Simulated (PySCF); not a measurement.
C2H4N2OSi, SMILES O[SiH]1N=CC=N1.

Geometry optimised at r2SCAN-D4/def2-SVP. This is a generated structure with no PubChem entry under its InChIKey; it may be hypothetical. Other conformers were not sampled.

Two levels are set side by side: PBE/def2-TZVP (PySCF) and r2SCAN/def2-TZVP (PySCF). Same geometry, gas phase. Differences are taken from unrounded values.

```json
[
 {"quantity": "orbital gap (eV)", "r2SCAN": "3.15", "PBE": "2.77", "PBE minus r2SCAN": "-0.38"},
 {"quantity": "highest occupied level (eV)", "r2SCAN": "-6.58", "PBE": "-6.30", "PBE minus r2SCAN": "0.28"},
 {"quantity": "lowest empty level (eV)", "r2SCAN": "-3.43", "PBE": "-3.54", "PBE minus r2SCAN": "-0.11"},
 {"quantity": "dipole moment (D)", "r2SCAN": "2.28", "PBE": "2.17", "PBE minus r2SCAN": "-0.11"},
 {"quantity": "mean polarisability (bohr³)", "r2SCAN": "58.6", "PBE": "60.1", "PBE minus r2SCAN": "1.6"}
]
```

Rough cost on one machine, each run with all the roots and properties that it gave: r2SCAN against PBE about 3 times.
